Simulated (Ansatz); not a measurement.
AlH$_{4}$NOSn (`[OH][SnH]1[NH][AlH]1`) at its PBE0-D4/def2-TZVP geometry, where that method's forces vanish. The species carries charge 0 and has multiplicity 1. Sn takes the def2 core potential.

```xyz
8

O    -0.2408    2.3291   -0.1085
Sn   -0.9327    0.4751   -0.0912
N     0.5210   -0.8214    0.7631
Al    0.4224   -1.5570   -0.8102
H     0.5509    2.4203   -0.6434
H    -2.2742    0.7325    0.9414
H     0.9545   -0.8693    1.6732
H     0.9990   -2.7094   -1.7244
```

Problem. What forces (eV/Å) does ωB97M-V/def2-TZVPP give on these atoms in Ansatz? (Estimate.)

Solution. Ansatz gave: 
```
O1   0.067 -0.011 -0.030
Sn2 -0.086 -0.063  0.024
N3   0.008 -0.013  0.010
Al4  0.071 -0.078 -0.006
H5  -0.051  0.022  0.032
H6   0.109 -0.019 -0.075
H7  -0.019 -0.003 -0.057
H8  -0.099  0.165  0.102
```
